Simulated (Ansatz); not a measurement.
Calculated with Ansatz (gas phase, PBE0-D4/def2-TZVP geometries, no zero-point term in ΔE). CCSD(T)/CBS adds triple-zeta CCSD(T) − MP2 to the extrapolated MP2 energy (def2 sets, frozen cores). This one scheme is used for every species, atoms too. DFT in def2-TZVPP. Open shells (•) are unrestricted, without spin–orbit coupling. Spin–orbit coupling would lower the free atoms: a little for C, O, Si. Each species was taken in one conformer, which may not be the lowest.

Reaction (atomization): `C[Si](C)(O)[SiH3]` → 2 C• + 10 H• + O• + 2 Si•

```tsv
level	ΔE (eV)
PBE0-D4	55.39
B2PLYP	54.95
CCSD/def2-TZVPP	53.80
CCSD(T)/def2-TZVPP	54.39
MP2/def2-QZVPP	55.44
HF/CBS(def2)	42.06
MP2/CBS(def2)	55.99
CCSD/CBS(def2)	55.15
```

Question: What does CCSD(T)/CBS give? (Estimate.)

Answer: Ansatz gave: +55.74 eV. The listed levels differ from it by -0.35, -0.79, -1.94, -1.35, -0.30, -13.68, 0.25, -0.59 eV.

Largest T1 diagnostic among the species: 0.012.

The D4 term adds +0.54 eV with B3LYP and +0.29 eV with PBE0; it sums over pairs of atoms, weighted by their polarisabilities, and B3LYP, whose exchange is more repulsive, gets the larger term. From PBE to PBE0 (25 % exact exchange), in def2-TZVPP and without D4, ΔE moves by −0.43 eV: exact exchange takes away binding that semilocal exchange gives to molecules. In def2-TZVPP, CCSD(T) changes the Hartree–Fock value by +12.43 eV (the triples alone add +0.59 eV) and MP2 by +12.68 eV; breaking electron pairs costs correlation energy, which Hartree–Fock lacks.

B3LYP here is the variant with VWN-RPA as its local correlation; programs differ in this.

For atomizations the MP2-based limit and the directly extrapolated one differ by several kJ/mol either way, and by 10 to 25 for some Ge, Se and Sn compounds, so smaller differences from it don't rank the levels.
